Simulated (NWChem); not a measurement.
# AgH2OF; SMILES [OH2]->[Ag][F]

def2 effective core potentials on Ag; no spin-orbit coupling.

### Question
Give the equilibrium geometry at PBE0/def2-SVP with def2 effective core potentials on Ag (NWChem) as an XYZ file, with the point group.

### Answer
point group Cs; any orientation.
```
5

Ag    -0.0608    -0.0015     0.0000
F      0.0581    -1.9491     0.0000
O     -0.1683     2.1817     0.0000
H      0.2241     2.6115     0.7693
H      0.2241     2.6115    -0.7693
```
